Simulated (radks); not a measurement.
Results of a calculation; reference values are marked as such.
Spherical quantum dot in the effective-mass picture: electrons in a parabolic well V = omega^2 r^2 / 2 with omega = 0.117, with a point charge +2 (a donor) at the centre, all in effective atomic units (hartree* = m*/eps^2 hartree, bohr* = eps/m* bohr), one dielectric constant everywhere. Level of theory: non-relativistic Kohn-Sham, exchange-only LDA, spin-polarised, spherical densities (a radial shooting solver with Libxc functionals). Levels are named by radial order and angular momentum (1s, 1p, 1d, 2s, ...), and open shells are averaged over m. Results are scaled to m* = 0.045 and eps = 12.9, for which hartree* = 7.358 meV and bohr* = 15.17 nm. Each electron was tried in the lowest free levels, single moves between levels near the top were tried too, and the lowest total energy was kept; such a search can miss a lower state. At N = 1 the Hartree and exchange-correlation terms need not cancel, so that row can carry a self-interaction error.

N	open shells	2S	E (meV)	mu = E(N) - E(N-1) (meV)	addition energy mu(N+1) - mu(N) (meV)
1	1s(up 1, down 0)	1	-14.0332	-14.033	8.156
2	none	0	-19.9105	-5.8773	7.750
3	2s(up 1, down 0)	1	-18.0373	1.8732	1.443
4	1p(up 1, down 0) 2s(up 1, down 0)	2	-14.7215	3.3158	1.180
5	1p(up 2, down 0) 2s(up 1, down 0)	3	-10.2262	4.4953	1.105
6	1p(up 3, down 0) 2s(up 1, down 0)	4	-4.62567	5.6005	1.413
7	1p(up 3, down 0)	3	2.38774	7.0134	1.005
8	1p(up 3, down 1)	2	10.4059	8.0181	0.8357
9	1p(up 3, down 2)	1	19.2597	8.8538	0.8319
10	none	0	28.9454	9.6857	1.200
11	1d(up 1, down 0)	1	39.8315	10.886	0.7545
12	1d(up 2, down 0)	2	51.4720	11.641	0.7438
13	1d(up 3, down 0)	3	63.8565	12.384	0.7315
14	1d(up 4, down 0)	4	76.9724	13.116	0.7187
15	1d(up 5, down 0)	5	90.8070	13.835	0.9691
16	1d(up 5, down 1)	4	105.611	14.804	0.6590
17	1d(up 5, down 2)	3	121.073	15.463	0.6561
18	1d(up 5, down 3)	2	137.192	16.119	0.6504
19	1d(up 5, down 4)	1	153.961	16.769	0.6435
20	none	0	171.374	17.413	0.9395
21	1f(up 1, down 0)	1	189.726	18.352	0.6080
22	1f(up 2, down 0)	2	208.686	18.960	0.6025
23	1f(up 3, down 0)	3	228.249	19.563	0.5967
24	1f(up 4, down 0)	4	248.408	20.159	0.5908
25	1f(up 5, down 0)	5	269.158	20.750	0.5849
26	1f(up 6, down 0)	6	290.493	21.335	0.5792
27	1f(up 7, down 0)	7	312.408	21.914	0.6069
28	1f(up 7, down 0) 3s(up 1, down 0)	8	334.929	22.521	0.6787
29	1f(up 7, down 0)	7	358.129	23.200	0.6003
30	1f(up 7, down 0) 2p(up 2, down 0) 3s(up 1, down 0)	10	381.929	23.800	0.5344
31	1f(up 7, down 0) 2p(up 3, down 0) 3s(up 1, down 0)	11	406.263	24.335	0.6405
32	1f(up 7, down 1) 2p(up 3, down 0) 3s(up 1, down 0)	10	431.239	24.975	0.5328
33	1f(up 7, down 2) 2p(up 3, down 0) 3s(up 1, down 0)	9	456.747	25.508	0.5302
34	1f(up 7, down 3) 2p(up 3, down 0) 3s(up 1, down 0)	8	482.785	26.038	0.5272
35	1f(up 7, down 4) 2p(up 3, down 0) 3s(up 1, down 0)	7	509.350	26.565	0.5239
36	1f(up 7, down 5) 2p(up 3, down 0) 3s(up 1, down 0)	6	536.439	27.089	0.5206
37	1f(up 7, down 6) 2p(up 3, down 0) 3s(up 1, down 0)	5	564.049	27.610	0.5172
38	2p(up 3, down 0) 3s(up 1, down 0)	4	592.176	28.127	0.6151
39	2p(up 3, down 0)	3	620.918	28.742	0.6299
40	2p(up 3, down 0) 1g(up 1, down 0)	4	650.290	29.372	0.5001
41	2p(up 3, down 0) 1g(up 2, down 0)	5	680.162	29.872	0.4970
42	2p(up 3, down 0) 1g(up 3, down 0)	6	710.531	30.369	0.4938
43	2p(up 3, down 0) 1g(up 4, down 0)	7	741.394	30.863	-

All shells are closed at N = 2, 10, 20 (there: 1s2 1p6 1d10 2s2); the second difference of the energy has clear peaks (12 % above both neighbours; the first and last values, which can be the largest, are not judged, and half-filled shells can peak too) at N = 6, 10, 15, 20, 31.
